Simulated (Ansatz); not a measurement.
Geometry optimisation, RHF/def2-SVP in Ansatz 0.2.0.

Input file:

```yaml
crystal:
  periodic: [false, false, false]
  atoms:
    - { symbol: Ge, position_ang: [0.0, 0.0, 0.0] }
    - { symbol: Cl, position_ang: [0.0, 0.0, 2.22] }
    - { symbol: H, position_ang: [1.4616, 0.0, -0.5162] }
    - { symbol: F, position_ang: [-0.7913, 1.3709, -0.5594] }
    - { symbol: H, position_ang: [-0.73, -1.2648, -0.5162] }
basis:
  gaussian: { orbitals: def2-SVP }
hamiltonian:
  xc: hf
relax:
  f_tol: 0.02
  max_steps: 40
```

Launched with:

```bash
$ ansatz run input.yaml --threads 1 --pin off --max-ram 2048MiB --backend cpu --events-out ev --progress --plain --runs-dir out
```

**Question.** Where does it end, and by what steps?

**Answer.** The run converged. After 4 steps the energy has fallen by 0.126 eV; Cl2 moved furthest, 0.08 Å.

| step | energy less start (eV) | largest force component (eV/Å) | accepted |
| --- | --- | --- | --- |
| 0 | 0.0000 | 1.914 | yes |
| 1 | -0.0703 | 0.692 | yes |
| 2 | -0.1227 | 0.208 | yes |
| 3 | -0.1253 | 0.084 | yes |
| 4 | -0.1258 | 0.017 | yes |

```xyz
5
Properties=species:S:1:pos:R:3
Ge 0.031 -0.053 -0.003
Cl -0.001 0.002 2.142
H 1.466 0.045 -0.484
F -0.784 1.359 -0.543
H -0.771 -1.247 -0.484
```

Whether the end is a true minimum wasn't checked by a vibrational analysis.

Run time: 5.5 s on 1 thread of INTEL(R) XEON(R) PLATINUM 8581C CPU @ 2.30GHz (Emerald Rapids) (shared host), peak memory 0.15 GiB.
